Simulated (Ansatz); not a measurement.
Geometry optimisation of Be10O10 (started as a model of: (BeO)10 cage of four- and six-membered rings).

```yaml
crystal:
  periodic: [false, false, false]
  atoms:
    - {symbol: Be, position_ang: [0.734820, 0.703540, -2.611740]}
    - {symbol: O, position_ang: [0.933320, -0.798010, -2.748150]}
    - {symbol: Be, position_ang: [-0.737950, -0.709980, -2.617450]}
    - {symbol: O, position_ang: [-0.937920, 0.794760, -2.746420]}
    - {symbol: Be, position_ang: [-0.751330, 1.289250, -1.321430]}
    - {symbol: O, position_ang: [0.920750, 1.467870, -1.316200]}
    - {symbol: Be, position_ang: [1.290140, 0.828720, -0.003050]}
    - {symbol: O, position_ang: [1.366960, -0.840410, 0.001770]}
    - {symbol: Be, position_ang: [0.738880, -1.269390, -1.313620]}
    - {symbol: O, position_ang: [-0.922080, -1.467670, -1.315600]}
    - {symbol: Be, position_ang: [-1.286800, -0.832930, -0.001420]}
    - {symbol: O, position_ang: [-1.364650, 0.844530, 0.000630]}
    - {symbol: Be, position_ang: [-0.748010, 1.287190, 1.321610]}
    - {symbol: O, position_ang: [0.923110, 1.466650, 1.313370]}
    - {symbol: Be, position_ang: [0.738220, 0.708700, 2.614250]}
    - {symbol: O, position_ang: [-0.933420, 0.795350, 2.748170]}
    - {symbol: Be, position_ang: [0.752770, -1.293410, 1.320030]}
    - {symbol: O, position_ang: [-0.920080, -1.468910, 1.314490]}
    - {symbol: Be, position_ang: [-0.733630, -0.708760, 2.614490]}
    - {symbol: O, position_ang: [0.936910, -0.797080, 2.746270]}
basis:
  gaussian: {orbitals: def2-SVP}
hamiltonian: {xc: pbe, dispersion: d4}
scf: {lower_state_search: "off"}
output: {orbitals: {seedname: orbitals}}
relax: {f_tol: 0.03, max_steps: 70}
```

```sh
$ ansatz run in.yaml --threads 4 --pin off --events-out ev --progress --plain --max-ram 6963MiB
```

Output, abridged:

```
Functional definition: PBE
mean field -24470.35763827 eV, -899.2690566023 hartree, gradient 4.7e-6 eV, S^2 0.000000; 0 other end points of the search recorded, 0 dependent functions left out
relax step   1: F+E_penalty+E_count = -24471.52021293 eV  Δ(F+E_penalty+E_count) = +0.000e0 eV  max|allowed force component| = 1.433e0 eV/Å  Δτ_max = 0.0000 Å  (20 SCF iters, accepted)
mean field -24470.72205527 eV, -899.2824486799 hartree, gradient 1.9e-6 eV, S^2 0.000000; 0 other end points of the search recorded, 0 dependent functions left out
relax step   2: F+E_penalty+E_count = -24471.89742436 eV  Δ(F+E_penalty+E_count) = -3.772e-1 eV  max|allowed force component| = 8.668e-1 eV/Å  Δτ_max = 0.0845 Å  (19 SCF iters, accepted)
mean field -24470.88118333 eV, -899.2882965284 hartree, gradient 1.5e-6 eV, S^2 0.000000; 0 other end points of the search recorded, 0 dependent functions left out
relax step   3: F+E_penalty+E_count = -24472.04198201 eV  Δ(F+E_penalty+E_count) = -1.446e-1 eV  max|allowed force component| = 5.369e-1 eV/Å  Δτ_max = 0.0311 Å  (21 SCF iters, accepted)
mean field -24470.94188399 eV, -899.2905272366 hartree, gradient 1.2e-6 eV, S^2 0.000000; 0 other end points of the search recorded, 0 dependent functions left out
relax step   4: F+E_penalty+E_count = -24472.10016593 eV  Δ(F+E_penalty+E_count) = -5.818e-2 eV  max|allowed force component| = 1.197e-1 eV/Å  Δτ_max = 0.0433 Å  (20 SCF iters, accepted)
mean field -24470.94685688 eV, -899.2907099868 hartree, gradient 1.3e-6 eV, S^2 0.000000; 0 other end points of the search recorded, 0 dependent functions left out
relax step   5: F+E_penalty+E_count = -24472.10562766 eV  Δ(F+E_penalty+E_count) = -5.462e-3 eV  max|allowed force component| = 4.078e-2 eV/Å  Δτ_max = 0.0140 Å  (21 SCF iters, accepted)
mean field -24470.94715289 eV, -899.2907208650 hartree, gradient 1.3e-6 eV, S^2 0.000000; 0 other end points of the search recorded, 0 dependent functions left out
relax step   6: F+E_penalty+E_count = -24472.10593731 eV  Δ(F+E_penalty+E_count) = -3.096e-4 eV  max|allowed force component| = 2.074e-2 eV/Å  Δτ_max = 0.0048 Å  (22 SCF iters, accepted)
Total energy: -24472.10601894 eV, -899.3333084070 hartree
Atom 0 at     0.739218     0.721105    -2.683667 Å, force    -0.013772    -0.004703     0.000512 eV/Å
Atom 1 at     0.924920    -0.832017    -2.833731 Å, force     0.006908    -0.001770     0.002775 eV/Å
Atom 2 at    -0.742055    -0.720174    -2.682541 Å, force    -0.009666     0.005353     0.001978 eV/Å
Atom 3 at    -0.929744     0.832680    -2.831870 Å, force     0.012116     0.001516    -0.001889 eV/Å
Atom 4 at    -0.749714     1.335232    -1.339301 Å, force    -0.020743    -0.003159     0.016065 eV/Å
Atom 5 at     0.893785     1.509318    -1.339715 Å, force     0.013142     0.001752    -0.002580 eV/Å
Atom 6 at     1.319053     0.813862    -0.001148 Å, force    -0.011490    -0.014304     0.004032 eV/Å
Atom 7 at     1.395270    -0.832734    -0.001122 Å, force     0.000633     0.008088    -0.001731 eV/Å
Atom 8 at     0.748284    -1.335248    -1.340729 Å, force    -0.001058    -0.000518     0.009970 eV/Å
Atom 9 at    -0.896530    -1.508864    -1.338804 Å, force     0.008373    -0.003937    -0.003034 eV/Å
Atom 10 at    -1.318568    -0.814157     0.001117 Å, force     0.002576     0.019355    -0.002675 eV/Å
Atom 11 at    -1.396211     0.832557     0.001134 Å, force     0.015127    -0.003865     0.002207 eV/Å
Atom 12 at    -0.747856     1.335187     1.340699 Å, force    -0.015564    -0.003255    -0.018171 eV/Å
Atom 13 at     0.896071     1.508863     1.338488 Å, force     0.006798     0.002074     0.002161 eV/Å
Atom 14 at     0.742770     0.720382     2.682485 Å, force    -0.004009    -0.005247    -0.000699 eV/Å
Atom 15 at    -0.925148     0.832222     2.833555 Å, force     0.004260     0.001223     0.000577 eV/Å
Atom 16 at     0.750070    -1.335407     1.339360 Å, force     0.003832    -0.000250    -0.008662 eV/Å
Atom 17 at    -0.894245    -1.509357     1.340065 Å, force    -0.000184    -0.002879     0.001545 eV/Å
Atom 18 at    -0.738705    -0.720801     2.683723 Å, force     0.002043     0.005136    -0.002675 eV/Å
Atom 19 at     0.929345    -0.832639     2.832003 Å, force     0.000678    -0.000611     0.000294 eV/Å
Dipole moment:     0.004624    -0.000030     0.000026 e Å
Checks for a lower state left out: stability, starts, cluster_reference, orbital_swaps, neighbouring_geometries, increment
```

Run time 29 s (4 threads of Arm Neoverse V1 on a shared host).
